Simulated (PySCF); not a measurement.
cyclohexasilane (H12Si6), SMILES [SiH2]1[SiH2][SiH2][SiH2][SiH2][SiH2]1.

Coordinates come from a B3LYP-D3(BJ)/def2-SVP optimisation.

These are TDA-CAM-B3LYP/def2-SVPD run with PySCF values and carry that method's errors.

Vertical excitations; the highest root listed may be one member of a degenerate set.  State labels are in the subgroup C2h.

Computed lowest excited states:
```json
[
 {"state": "S1", "symmetry": "Bg", "energy (eV)": "6.28", "λ (nm)": "198", "f": "0.000", "main pairs": "HOMO→LUMO+1 74 %"},
 {"state": "S2", "symmetry": "Au", "energy (eV)": "6.29", "λ (nm)": "197", "f": "0.000", "main pairs": "HOMO→LUMO 81 %"},
 {"state": "S3", "symmetry": "Bg", "energy (eV)": "6.52", "λ (nm)": "190", "f": "0.000", "main pairs": "HOMO−1→LUMO (degenerate set)"},
 {"state": "S4", "symmetry": "Ag", "energy (eV)": "6.52", "λ (nm)": "190", "f": "0.000", "main pairs": "HOMO−2→LUMO (degenerate set)"},
 {"state": "S5", "symmetry": "Au", "energy (eV)": "6.73", "λ (nm)": "184", "f": "0.048", "main pairs": "HOMO−1→LUMO+1 (degenerate set)"},
 {"state": "S6", "symmetry": "Bu", "energy (eV)": "6.73", "λ (nm)": "184", "f": "0.048", "main pairs": "HOMO−2→LUMO+1 (degenerate set)"},
 {"state": "T1", "symmetry": "Au", "energy (eV)": "5.67", "λ (nm)": "219", "f": "0", "main pairs": "HOMO→LUMO 80 %"},
 {"state": "T2", "symmetry": "Bg", "energy (eV)": "5.79", "λ (nm)": "214", "f": "0", "main pairs": "HOMO−1→LUMO 70 %"}
]
```
Triplets are in the Tamm–Dancoff approximation.
